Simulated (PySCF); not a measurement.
A structure optimised at PBE0-D3(BJ)/def2-SVP, used in a PySCF frequency run:

```
C
F 1 1.3698
O 1 1.4037 2 110.31
C 3 1.4319 1 92.72 2 -108.22
H 4 1.1018 3 111.64 1 -123.89
H 4 1.1028 5 109.05 3 124.42
C 1 1.4940 2 109.69 3 125.05
C 7 1.3307 1 124.17 2 5.84
H 8 1.0926 7 121.30 1 179.85
H 8 1.0927 9 118.01 7 -179.62
H 7 1.0948 8 121.47 9 -0.03
C 4 1.5294 5 116.12 6 133.11
H 12 1.0971 4 117.22 5 -127.48
H 12 1.0975 13 110.25 1 129.89
```

Q: Write its SMILES and formula.

A: C=C[C@]1(F)CCO1, C5H7FO

Q: What are its rotational constants (standard atomic weights)?

A: 5.3884, 2.0943, 1.9350 GHz
